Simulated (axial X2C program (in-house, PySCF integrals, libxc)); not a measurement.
**Low determinants of GeH⁻ at the PBE0 level, two-component**

All values were computed with an in-house relativistic program for diatomic molecules. Two-component (2c) means X2C with spin–orbit coupling and atomic mean-field two-electron Coulomb and Gaunt terms. Basis: Ge dyall-acv3z [10s10p8d5f1g], H dyall-av3z [7s3p2d] (cores contracted in-house); Gaussian nuclei, density fitting, unrestricted open shells. Masses: Ge 73.921 u, H 1.008 u.

Search at 1.627 Å (vertical energies from the lowest determinant):

```csv
ΔE (eV),state,electrons beyond evenly filled partner blocks,"electrons in ±ω = 1/2, 3/2, 5/2, 7/2"
0.00,Ω = 1,"ω = -1/2, ω = 3/2",23 9 2 0
0.60,Ω = 0,none,24 8 2 0
0.68,Ω = 2,"ω = 1/2, ω = 3/2",23 9 2 0
0.76,Ω = 0,none,22 10 2 0
1.70,Ω = 1,2 × ω = 1/2,24 8 2 0
2.30,Ω = 3,2 × ω = 3/2,22 10 2 0
3.48,Ω = 1,2 × ω = 1/2,22 10 2 0
```

Lowest determinant, Ω = 1 (⟨Sz⟩ = 1.00, ⟨Lz⟩ = 0.00 at PBE0): Re = 1.624 Å, ωe = 1705.4 cm⁻¹.

The determinant in row 2 of the search, Ω = 0 (closed shell), was followed along the bond at PBE0; measured from the minimum of the lowest determinant it gives:

Te = 0.596 eV (4806 cm⁻¹), Re = 1.620 Å, ωe = 1732.2 cm⁻¹.

**Question.** Compare the bond of the determinant in row 2 with that of the lowest one.

**Answer.** At PBE0 its Re is 0.004 Å shorter and its force constant, which goes as ωe², is 1.03 times that of the lowest determinant. T0 ≈ Te + Δωe/2 = 4806 + (13) = 4819 cm⁻¹.

The search compares states at one distance, so a state with another bond length can lie lower; it is not exhaustive and yields mostly the lowest determinant of each block pattern, so other components and higher states of one pattern are missing. These are energies of single determinants, not of spin-adapted states; PBE0 term energies can be off by some tenths of an eV, and the functional has no current term. Open-shell Ω = 0 determinants with evenly filled partner blocks cannot be reached by this program, so the Ω shown need not be the lowest component. The lowest determinant need not be the ground state where others lie within half an eV. A closed-shell Ω = 0 row of a π² shell mixes the 0⁺ component of the triplet with ¹Σ⁺ and matches no level; 0⁺ can lie lowest. For an anion, determinants above electron detachment are held by the basis set. The highest occupied level of some functionals is positive through self-interaction error; at Hartree–Fock it is bound. Row 1 has a positive highest level at its minimum. Row 2 has a positive highest level at its minimum.
